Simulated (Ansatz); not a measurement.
```xyz
8

C    -0.911    1.501    0.313
C    -0.174    0.287    0.060
N     0.411   -0.677   -0.141
Au    1.417   -2.336   -0.487
Cl    2.553   -4.211   -0.877
H    -0.682    1.870    1.314
H    -1.982    1.305    0.239
H    -0.634    2.260   -0.421
```

The species carries charge 0 and has multiplicity 1. Au takes the def2 core potential.

**Question.** List the r2SCAN/def2-TZVPP orbital energies in eV (Ansatz 0.2.0). (An estimate is asked.)

**Answer.** The calculation gave: Occupied: -2751.79, -387.69, -276.03, -275.58, -253.13, -191.68, -191.53, -191.53, -111.91, -62.92, -62.30, -62.30, -25.91, -21.62, -19.45, -15.10, -13.61, -13.08, -13.08, -10.63, -10.63, -8.79, -8.33, -8.33, -7.49, -7.49, -6.71, -6.00, -6.00. Lowest empty: -1.58, -1.57, -0.36, 0.44, 0.81, 0.81, 2.38, 2.45.
